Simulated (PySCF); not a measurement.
C₆ coefficients of unlike pairs at PBE0

Calculated with PySCF 2.14 from the dipole response of each species, C₆(A,B) = (3/π) ∫ α_A(iu) α_B(iu) du, in atomic units, from isotropic polarisabilities. For ions this is the dispersion term alone; charge-induced terms of lower order in 1/R come first.

```
species           configuration                                                                                              basis      relativity  α (bohr³)  C₆ (like pair)
   Sn²⁺      [Kr] 4d10 5s2 (1S)  aug-cc-pVQZ-PP with one added diffuse shell each of s, p, d, f, g type with ECP28MDF (8s8p6d4f3g)  core potential      15.35           83.25
      P       [Ne] 3s2 3p3 (4S)                                                                         aug-cc-pCVTZ-DK (8s7p5d3f)   spin-free X2C      26.27           195.3
    Se⁺  [Ar] 3d10 4s2 4p3 (4S)                                                                        aug-cc-pVQZ-DK (8s7p5d3f2g)   spin-free X2C      14.11           86.29
   Al²⁺           [Ne] 3s1 (2S)                                                                               dyall-av2z (13s9p2d)            none      14.16           37.95
```

(1) Estimate C₆ for Al²⁺ with Sn²⁺.

No spin-orbit coupling is included.

The other pairs:

```
     pair     C₆
Al²⁺, Se⁺  52.66
   Se⁺, P  127.2
  P, Sn²⁺  125.8
  Al²⁺, P  84.21
Se⁺, Sn²⁺  84.39
```

Answers

(1) The integral gives 52.90. The combination rule 2 C_A C_B / (C_A α_B/α_A + C_B α_A/α_B) gives 53.58 and the geometric mean 56.21.
